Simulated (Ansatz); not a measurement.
Reactions of `[SiH3]O[Si]O[SiH3]`.

Computed with Ansatz on PBE0-D4/def2-TZVP structures; ΔE is electronic, products minus reactants. CCSD(T)/CBS is the MP2 limit (def2-TZVPP, def2-QZVPP) plus CCSD(T) − MP2 in def2-TZVPP, frozen cores. This one scheme is used for every species. DFT in def2-TZVPP. Elements past krypton have def2 core potentials. For Ge, In outer-core shells are correlated without core-valence functions, which leaves a few kJ/mol of doubt a bond. Scalar relativity is left out up to krypton. Each species was taken in one conformer, which may not be the lowest.

```csv
reaction,MP2/CBS(def2) (kJ/mol),ωB97M-V (kJ/mol),CCSD(T)/CBS(def2) (kJ/mol)
`[SiH3]O[Si]O[SiH3]` + `N[Si](N)(O)O` → `N[Si](N)(O)O[SiH3]` + `O[Si]O[SiH3]`,-11,-13,-12
`[SiH3]O[Si]O[SiH3]` + `[SH][AlH][SH]` → `[SiH3][S][AlH][SH]` + `O[Si]O[SiH3]`,29,32,32
`[SiH3]O[Si]O[SiH3]` + `[SH][GeH2][SH]` → `[SiH3]O[Si]S` + `[SiH3][O][GeH2][SH]`,61,61,60
`[SiH3]O[Si]O[SiH3]` + `[SiH3][O][InH2]` → `[SiH]O[SiH3]` + `[SiH3][O][InH][O][SiH3]`,124,134,122
`[SiH3]O[Si]O[SiH3]` + `NC(F)S` → `NC(F)([SiH3])S` + `O[Si]O[SiH3]`,107,103,107
`[SiH3]O[Si]O[SiH3]` + `[OH][Ge][OH]` → `[OH][Ge][O][SiH3]` + `O[Si]O[SiH3]`,-13,-13,-12
```

Largest T1 diagnostic: 0.015, for `[SiH3][O][InH2]`.
